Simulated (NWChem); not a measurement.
System: C₅H₈; SMILES CC#CCC

The following NWChem deck was run.

```
start job
memory heap 200 mb stack 900 mb global 1100 mb
geometry units angstroms noautoz
  C      0.220314     2.657371    -0.000884
  C     -0.084786     1.228288     0.026737
  C     -0.342407     0.046407     0.050358
  C     -0.628295    -1.390767     0.076055
  C      0.633605    -2.261414    -0.076211
  H      1.295801     2.833879    -0.127347
  H     -0.087322     3.150721     0.929589
  H     -0.295693     3.161315    -0.827678
  H     -1.339293    -1.637552    -0.724932
  H     -1.135566    -1.646877     1.016840
  H      1.137629    -2.053569    -1.025581
  H      1.343636    -2.062522     0.733012
  H      0.370139    -3.324739    -0.050765
end
basis spherical
  * library def2-svp
end
dft
  xc scan
  iterations 150
  mulliken
end
task dft gradient
```

NWChem printed, in part:

```
             Northwest Computational Chemistry Package (NWChem) 7.3.0
             --------------------------------------------------------

 CS  symmetry detected

                             Geometry "geometry" -> ""
                             -------------------------

 Output coordinates in angstroms (scale by  1.889725989 to convert to a.u.)

  No.       Tag          Charge          X              Y              Z
 ---- ---------------- ---------- -------------- -------------- --------------
    1 C                    6.0000     0.23076466     2.65370081     0.00000000
    2 C                    6.0000    -0.08234959     1.22608511     0.00000000
    3 C                    6.0000    -0.34665295     0.04544420     0.00000000
    4 C                    6.0000    -0.64050086    -1.39035341     0.00000000
    5 C                    6.0000     0.62634095    -2.26711710     0.00000000
    6 H                    1.0000     1.31449742     2.82499120     0.00000000
    7 H                    1.0000    -0.18188698     3.15435114     0.88480333
    8 H                    1.0000    -0.18188698     3.15435114    -0.88480333
    9 H                    1.0000    -1.25483380    -1.63885207    -0.87683539
   10 H                    1.0000    -1.25483380    -1.63885207     0.87683539
   11 H                    1.0000     1.23837013    -2.06668848    -0.88532022
   12 H                    1.0000     1.23837013    -2.06668848     0.88532022
   13 H                    1.0000     0.35659062    -3.32917002     0.00000000

 Effective nuclear repulsion energy (a.u.)     150.0445931933

      Symmetry information
      --------------------

 Group name             Cs
 Group number              2
 Group order               2
 No. of unique centers    10

                                 NWChem DFT Module
                                 -----------------

 Summary of "ao basis" -> "ao basis" (spherical)
 ------------------------------------------------------------------------------
       Tag                 Description            Shells   Functions and Types
 ---------------- ------------------------------  ------  ---------------------
 C                          def2-svp                 6       14   3s2p1d
 H                          def2-svp                 3        5   2s1p

      Symmetry analysis of basis
      --------------------------

        a'         73
        a"         37

            General Information
            -------------------
          SCF calculation type: DFT
          Wavefunction type:  closed shell.
          No. of atoms     :    13
          No. of electrons :    38
           Alpha electrons :    19
            Beta electrons :    19
          Charge           :     0
          Spin multiplicity:     1
          Use of symmetry is: on ; symmetry adaption is: on
          Maximum number of iterations: 150
          AO basis - number of functions:   110
                     number of shells:    54
          Convergence on energy requested:  1.00D-06
          Convergence on density requested:  1.00D-05
          Convergence on gradient requested:  5.00D-04

              XC Information
              --------------
                         SCAN Method XC Functional
                  SCAN metaGGA Exchange Functional  1.000
                        SCAN Correlation Potential  1.000

             Grid Information
             ----------------
          Grid used for XC integration:  medium
          Radial quadrature: Mura-Knowles
          Angular quadrature: Lebedev.
          Tag              B.-S. Rad. Rad. Pts. Rad. Cut. Ang. Pts.
          ---              ---------- --------- --------- ---------
          C                   0.70       49          14.0       434
          H                   0.35       45          14.0       434
          Grid pruning is: on
          Number of quadrature shells:   470
          Spatial weights used:  Erf1

      Superposition of Atomic Density Guess
      -------------------------------------

 Sum of atomic energies:        -192.11828471

      Non-variational initial energy
      ------------------------------

 Total energy =    -195.442023
 1-e energy   =    -552.349865
 2-e energy   =     206.863248
 HOMO         =      -0.307684
 LUMO         =       0.056937

      Symmetry analysis of molecular orbitals - initial
      -------------------------------------------------

  Numbering of irreducible representations:

     1 a'          2 a"

  Orbital symmetries:

     1 a'          2 a'          3 a'          4 a'          5 a'
     6 a'          7 a'          8 a'          9 a'         10 a'
    11 a"         12 a'         13 a'         14 a"         15 a'
    16 a'         17 a"         18 a'         19 a"         20 a'
    21 a"         22 a'         23 a'         24 a'         25 a"
    26 a'         27 a"         28 a'         29 a'

     ---------------------------------------------
      Total Density - Mulliken Population Analysis
     ---------------------------------------------

    Atom       Charge   Shell Charges
 -----------   ------   -------------------------------------------------------
    1 C    6     6.11   1.99  0.94  0.12  2.02  1.02  0.03
    2 C    6     6.25   1.99  0.98  0.37  1.95  0.91  0.04
    3 C    6     6.20   1.99  0.98  0.35  1.97  0.87  0.04
    4 C    6     6.06   1.99  0.95  0.14  1.96  0.99  0.04
    5 C    6     6.26   1.99  0.95  0.21  2.04  1.04  0.02
    6 H    1     0.88   0.66  0.19  0.03
    7 H    1     0.88   0.66  0.19  0.03
    8 H    1     0.88   0.66  0.19  0.03
    9 H    1     0.89   0.67  0.19  0.02
   10 H    1     0.89   0.67  0.19  0.02
   11 H    1     0.90   0.68  0.20  0.03
   12 H    1     0.90   0.68  0.20  0.03
   13 H    1     0.89   0.67  0.20  0.03

   convergence    iter        energy       DeltaE   RMS-Dens  Diis-err
 ---------------- ----- ----------------- --------- --------- ---------
 d= 0,ls=0.0,diis     1   -195.0024177224 -3.45D+02  7.05D-03  3.34D-01
 d= 0,ls=0.0,diis     2   -195.0339688508 -3.16D-02  3.34D-03  6.43D-02
 d= 0,ls=0.0,diis     3   -195.0373083201 -3.34D-03  1.42D-03  4.27D-02
 d= 0,ls=0.0,diis     4   -195.0421079727 -4.80D-03  5.04D-04  5.50D-03
 d= 0,ls=0.0,diis     5   -195.0427982791 -6.90D-04  1.12D-04  2.26D-04
  Resetting Diis
 d= 0,ls=0.0,diis     6   -195.0428278402 -2.96D-05  2.10D-05  7.69D-06
 d= 0,ls=0.0,diis     7   -195.0428288527 -1.01D-06  7.17D-06  2.78D-07
 d= 0,ls=0.0,diis     8   -195.0428288345  1.82D-08  3.96D-06  4.15D-07

         Total DFT energy =     -195.042828834513
      One electron energy =     -557.544765126877
           Coulomb energy =      242.356039437996
    Exchange-Corr. energy =      -29.898696338916
 Nuclear repulsion energy =      150.044593193284

 Numeric. integr. density =       37.999983561704

                  Occupations of the irreducible representations
                  ----------------------------------------------

                     irrep           alpha         beta
                     --------     --------     --------
                     a'               15.0         15.0
                     a"                4.0          4.0

                       DFT Final Molecular Orbital Analysis
                       ------------------------------------

 Vector   17  Occ=2.000000D+00  E=-3.275290D-01  Symmetry=a"
              MO Center=  2.7D-01, -1.8D+00,  4.6D-16, r^2= 2.6D+00
   Bfn.  Coefficient  Atom+Function         Bfn.  Coefficient  Atom+Function
  ----- ------------  ---------------      ----- ------------  ---------------
    62      0.349627   5 C  pz               96     -0.272312  11 H  s
   101      0.272312  12 H  s                48     -0.253750   4 C  pz
    86      0.200870   9 H  s                91     -0.200870  10 H  s
    65      0.151375   5 C  pz               97     -0.126932  11 H  s
   102      0.126932  12 H  s                34     -0.121136   3 C  pz

 Vector   18  Occ=2.000000D+00  E=-2.238191D-01  Symmetry=a'
              MO Center= -1.4D-01,  5.9D-01,  1.1D-14, r^2= 2.5D+00
   Bfn.  Coefficient  Atom+Function         Bfn.  Coefficient  Atom+Function
  ----- ------------  ---------------      ----- ------------  ---------------
    18      0.387777   2 C  px               32      0.388174   3 C  px
    21      0.239658   2 C  px               35      0.231483   3 C  px
    71     -0.147105   6 H  s                36     -0.109648   3 C  py
     4     -0.105961   1 C  px               46     -0.104333   4 C  px
    59     -0.103886   5 C  s                61     -0.101759   5 C  py

 Vector   19  Occ=2.000000D+00  E=-2.223182D-01  Symmetry=a"
              MO Center= -2.7D-01,  6.1D-01, -1.1D-14, r^2= 2.4D+00
   Bfn.  Coefficient  Atom+Function         Bfn.  Coefficient  Atom+Function
  ----- ------------  ---------------      ----- ------------  ---------------
    20      0.398366   2 C  pz               34      0.392628   3 C  pz
    23      0.254886   2 C  pz               37      0.245885   3 C  pz
    86      0.135892   9 H  s                91     -0.135892  10 H  s
    76     -0.127058   7 H  s                81      0.127058   8 H  s
    48     -0.120077   4 C  pz                6     -0.107495   1 C  pz

 Vector   20  Occ=0.000000D+00  E= 3.425885D-02  Symmetry=a'
              MO Center= -7.8D-02,  2.1D-01, -1.3D-14, r^2= 5.2D+00
   Bfn.  Coefficient  Atom+Function         Bfn.  Coefficient  Atom+Function
  ----- ------------  ---------------      ----- ------------  ---------------
    59      0.893270   5 C  s                21      0.538235   2 C  px
   107     -0.465180  13 H  s                72     -0.452403   6 H  s
    35     -0.431394   3 C  px               18      0.380165   2 C  px
    45      0.374048   4 C  s                36      0.361199   3 C  py
    32     -0.353906   3 C  px               87     -0.341162   9 H  s

 Vector   21  Occ=0.000000D+00  E= 3.971736D-02  Symmetry=a"
              MO Center= -3.3D-01,  6.6D-01,  1.1D-14, r^2= 4.0D+00
   Bfn.  Coefficient  Atom+Function         Bfn.  Coefficient  Atom+Function
  ----- ------------  ---------------      ----- ------------  ---------------
    23      0.569647   2 C  pz               37     -0.569263   3 C  pz
    87     -0.427224   9 H  s                92      0.427224  10 H  s
    77     -0.415070   7 H  s                82      0.415070   8 H  s
    20      0.403925   2 C  pz               34     -0.401637   3 C  pz
    51     -0.245294   4 C  pz                9      0.212277   1 C  pz

 Vector   22  Occ=0.000000D+00  E= 8.121781D-02  Symmetry=a'
              MO Center= -2.3D-01, -2.3D-01, -6.4D-14, r^2= 9.8D+00
   Bfn.  Coefficient  Atom+Function         Bfn.  Coefficient  Atom+Function
  ----- ------------  ---------------      ----- ------------  ---------------
    45      1.983530   4 C  s                 3      1.504188   1 C  s
    87     -0.772758   9 H  s                92     -0.772758  10 H  s
    59      0.760465   5 C  s                17     -0.715750   2 C  s
    77     -0.691854   7 H  s                82     -0.691854   8 H  s
    97     -0.562446  11 H  s               102     -0.562446  12 H  s

     ---------------------------------------------
      Total Density - Mulliken Population Analysis
     ---------------------------------------------

    Atom       Charge   Shell Charges
 -----------   ------   -------------------------------------------------------
    1 C    6     5.96   1.98  0.89  0.05  2.12  0.88  0.03
    2 C    6     6.22   1.99  0.92  0.38  2.03  0.87  0.03
    3 C    6     6.14   1.99  0.92  0.36  2.03  0.81  0.03
    4 C    6     6.00   1.98  0.91  0.08  2.11  0.87  0.04
    5 C    6     6.06   1.99  0.90  0.17  2.09  0.89  0.03
    6 H    1     0.94   0.74  0.18  0.03
    7 H    1     0.94   0.74  0.18  0.03
    8 H    1     0.94   0.74  0.18  0.03
    9 H    1     0.95   0.75  0.18  0.03
   10 H    1     0.95   0.75  0.18  0.03
   11 H    1     0.96   0.74  0.19  0.03
   12 H    1     0.96   0.74  0.19  0.03
   13 H    1     0.97   0.75  0.19  0.03

     -------------------------------------------
      Total Density - Lowdin Population Analysis
     -------------------------------------------

    Atom       Charge   Shell Charges
 -----------   ------   -------------------------------------------------------
    1 C    6     6.06   1.96  0.56  0.30  1.89  1.27  0.08
    2 C    6     6.08   1.97  0.63  0.31  1.87  1.23  0.08
    3 C    6     6.07   1.97  0.63  0.31  1.87  1.22  0.08
    4 C    6     6.04   1.96  0.57  0.29  1.90  1.21  0.10
    5 C    6     6.05   1.96  0.58  0.30  1.88  1.25  0.07
    6 H    1     0.95   0.63  0.25  0.07
    7 H    1     0.95   0.63  0.25  0.07
    8 H    1     0.95   0.63  0.25  0.07
    9 H    1     0.96   0.64  0.25  0.07
   10 H    1     0.96   0.64  0.25  0.07
   11 H    1     0.97   0.64  0.26  0.07
   12 H    1     0.97   0.64  0.26  0.07
   13 H    1     0.98   0.64  0.26  0.07

     Multipole analysis of the density
     ---------------------------------

     L   x y z        total         alpha         beta         nuclear
     -   - - -        -----         -----         ----         -------
     0   0 0 0     -0.000000    -19.000000    -19.000000     38.000000

     1   1 0 0      0.035964      0.017982      0.017982     -0.000000
     1   0 1 0      0.022071      0.011035      0.011035     -0.000000
     1   0 0 1      0.000000      0.000000      0.000000      0.000000

     2   2 0 0    -23.785646    -36.951055    -36.951055     50.116464
     2   1 1 0      1.099434      0.245627      0.245627      0.608179
     2   1 0 1     -0.000000     -0.000000     -0.000000      0.000000
     2   0 2 0    -19.031792   -271.275210   -271.275210    523.518627
     2   0 1 1     -0.000000     -0.000000     -0.000000      0.000000
     2   0 0 2    -23.806845    -20.243676    -20.243676     16.680507

            General Information
            -------------------
          SCF calculation type: DFT
          Wavefunction type:  closed shell.
          No. of atoms     :    13
          No. of electrons :    38
           Alpha electrons :    19
            Beta electrons :    19
          Charge           :     0
          Spin multiplicity:     1
          Use of symmetry is: on ; symmetry adaption is: on
          Maximum number of iterations: 150
          AO basis - number of functions:   110
                     number of shells:    54
          Convergence on energy requested:  1.00D-06
          Convergence on density requested:  1.00D-05
          Convergence on gradient requested:  5.00D-04

[...]

                         DFT ENERGY GRADIENTS

    atom               coordinates                        gradient
                 x          y          z           x          y          z
   1 C       0.436082   5.014767   0.000000    0.001420   0.006288   0.000000
   2 C      -0.155618   2.316965   0.000000   -0.004603  -0.019653   0.000000
   3 C      -0.655079   0.085877   0.000000    0.004756   0.019226   0.000000
   4 C      -1.210371  -2.627387   0.000000   -0.009211  -0.001302   0.000000
   5 C       1.183613  -4.284230   0.000000    0.006724  -0.004347   0.000000
   6 H       2.484040   5.338459   0.000000   -0.003119  -0.000139   0.000000
   7 H      -0.343717   5.960859   1.672036    0.001303  -0.001068  -0.002634
   8 H      -0.343717   5.960859  -1.672036    0.001303  -0.001068   0.002634
   9 H      -2.371292  -3.096981  -1.656979    0.002112   0.000322   0.002906
  10 H      -2.371292  -3.096981   1.656979    0.002112   0.000322  -0.002906
  11 H       2.340180  -3.905475  -1.673013   -0.001882  -0.000853   0.002952
  12 H       2.340180  -3.905475   1.673013   -0.001882  -0.000853  -0.002952
  13 H       0.673859  -6.291219   0.000000    0.000967   0.003125   0.000000
```

Level: SCAN/def2-SVP. Structure relaxed at the B3LYP/6-31G* (spherical d) level.
